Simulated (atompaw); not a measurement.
An all-electron radial function and its pseudo partner (arsenic)

Columns: radius, all-electron u(r) and pseudo u(r) of the 3d shell (level -62.26 eV) of arsenic in the configuration [Ne] 3s2 3p6 3d10 4s2 4p1; LDA (PW92), scalar-relativistic, PAW (atompaw) scheme, atompaw 4.2.0.5.

```csv
r (bohr),all-electron,pseudo
0.038,0.0194,0.0021
0.077,0.1085,0.0173
0.115,0.2530,0.0552
0.154,0.4301,0.1248
0.192,0.6053,0.2240
0.231,0.7702,0.3544
0.269,0.9069,0.5008
0.308,1.0187,0.6590
0.346,1.0999,0.8082
0.385,1.1566,0.9437
0.423,1.1891,1.0490
0.462,1.2030,1.1240
0.500,1.2009,1.1640
0.538,1.1866,1.1745
0.577,1.1621,1.1611
0.615,1.1310,1.1324
0.654,1.0938,1.0943
0.692,1.0539,1.0539
0.731,1.0106,1.0106
0.769,0.9670,0.9670
0.808,0.9216,0.9216
0.846,0.8774,0.8774
0.885,0.8326,0.8326
0.923,0.7897,0.7897
0.962,0.7469,0.7469
1.000,0.7065,0.7065
```

(1) How many radial nodes do the two functions have?

(2) At about which radius was the pseudo-wave matched?

(3) Where does each function peak?

(4) Is the pseudo-wave norm-conserving?

Results:

(1) The all-electron 3d function has n − l − 1 = 0; the pseudo-wave has 0.

(2) 0.70 bohr. The columns agree to 0.0005 from 0.65 bohr on; several derivatives are matched, so the curves merge somewhat inside the radius.

(3) Outermost all-electron maximum near 0.46 bohr, pseudo maximum near 0.54 bohr (to the table’s step).

(4) No, it belongs to a PAW set: the norm inside the radius is not constrained, and the difference is carried by the augmentation charge.
